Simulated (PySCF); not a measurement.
All of these have the formula C6H9ClO. Theory: TDDFT CAM-B3LYP/def2-SVPD, vertical, gas phase, core orbitals frozen in the response (PySCF). Geometries: GFN2-xTB; one conformer of each isolated species. Triplets are in the Tamm–Dancoff approximation. 'Strongest' means the level of largest summed f among the lowest 8 singlets; it needn't be the same kind of state in each.

Task: Rank by computed HOMO–LUMO gap, lowest first.
A. `CC/C=C(\C)C(=O)Cl`
B. `ClC(=O)C(C(C)C)=C`
C. `Cl[C@@H]1CC[C@@H]1[C@H]1CO1`
D. `CCC1(C(=O)Cl)CC1`
E. `C=CC[C@@H](C)C(=O)Cl`

Result: A (8.33 eV), B (8.62 eV), E (9.07 eV), D (9.89 eV), C (10.55 eV).

| SMILES | gap (eV) | strongest (eV) | HOMO (eV) | T1 (eV) | S1 (eV) | f (S1) | S1 mainly |
| --- | --- | --- | --- | --- | --- | --- | --- |
| CC/C=C(\C)C(=O)Cl | 8.33 | 5.51 | -9.20 | 3.44 | 4.64 | 0.000 | H-1→L (90%) |
| C=C(C(=O)Cl)C(C)C | 8.62 | 5.64 | -9.62 | 3.65 | 4.60 | 0.000 | H-1→L (91%) |
| C=CC[C@@H](C)C(=O)Cl | 9.07 | 7.38 | -8.98 | 4.44 | 5.13 | 0.001 | H-1→L (90%) |
| CCC1(C(=O)Cl)CC1 | 9.89 | 6.99 | -9.76 | 4.71 | 5.19 | 0.000 | H→L (92%) |
| Cl[C@@H]1CC[C@@H]1[C@H]1CO1 | 10.55 | 8.41 | -9.35 | 6.71 | 7.32 | 0.005 | H-1→L+1 (55%) |

H and L stand for HOMO and LUMO.

- `CC/C=C(\C)C(=O)Cl`: Löwdin shares by element: HOMO carbon 71% or more (atoms not listed hold the other 29%); LUMO carbon 59% or more, oxygen 21% (atoms not listed hold the other 20%).
- `C=C(C(=O)Cl)C(C)C`: Löwdin shares by element: HOMO carbon 67% or more, chlorine 10% (atoms not listed hold the other 23%); LUMO carbon 62% or more, oxygen 22% (atoms not listed hold the other 17%).
- `C=CC[C@@H](C)C(=O)Cl`: S1 has the pattern of n→π* at C=O.
- `CCC1(C(=O)Cl)CC1`: Löwdin shares by element: HOMO oxygen 48%, chlorine 26%, carbon 12% or more; LUMO carbon 44% or more, oxygen 31%, chlorine 10% (atoms not listed hold the other 15%).
- `Cl[C@@H]1CC[C@@H]1[C@H]1CO1`: Löwdin shares by element: HOMO oxygen 46%, carbon 14% or more, chlorine 14% (atoms not listed hold the other 27%); LUMO hydrogen 22% or more, chlorine 12%, carbon 9% or more (atoms not listed hold the other 56%).
